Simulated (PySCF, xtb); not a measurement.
Ga(NCO)(OH)2 (CH2GaNO3), SMILES C(=[N][Ga]([OH])[OH])=O.

GFN2-xTB in xtb 6.7.1 at its own geometry gives an orbital gap of 4.03 eV and a dipole moment of 0.18 D.

The structure is a stationary point at r2SCAN-D4/def2-SVP. One conformer was computed; it need not be the lowest.

Problem. What does PBE/def2-TZVP run with PySCF give? (Estimate from the structure and the level; the computed values follow.)

Solution. gap 5.27 eV (levels -7.27 and -2.00 eV), dipole 0.05 D.
